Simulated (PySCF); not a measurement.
# Converging BeS in the basis (PBE0)

PySCF, UKS reference; singlet, unpaired electrons none; De to Be + S without counterpoise correction.

| basis | relativity | functions | Re (Å) | ωe (cm⁻¹) | De (eV) | μ (D) |
| --- | --- | --- | --- | --- | --- | --- |
| def2-SVP | no relativity | 27 | 1.753 | 1010 | 3.42 | -5.11 |
| ANO-RCC-VDZP | spin-free X2C | 32 | 1.760 | 1003 | 3.31 | -5.22 |
| def2-SVPD | no relativity | 39 | 1.756 | 999 | 3.41 | -5.60 |
| 6-311G(d,p) | no relativity | 44 | 1.740 | 1026 | 3.51 | -5.61 |
| x2c-TZVPPall | spin-free X2C | 61 | 1.742 | 1017 | 3.41 | -5.27 |

(1) How does each smaller set differ from the one with most functions, x2c-TZVPPall?

A positive dipole means Be(−)S(+). 

Results:

(1) def2-SVP: +1.1 pm, -0.7 % in ωe, +0.01 eV in De; ANO-RCC-VDZP: +1.8 pm, -1.4 % in ωe, -0.10 eV in De; def2-SVPD: +1.4 pm, -1.8 % in ωe, +0.00 eV in De; 6-311G(d,p): -0.2 pm, +0.9 % in ωe, +0.10 eV in De. All at PBE0; the set with most functions is neither the basis-set limit nor always the best. The rows treat relativity differently, so the differences are not basis effects alone.
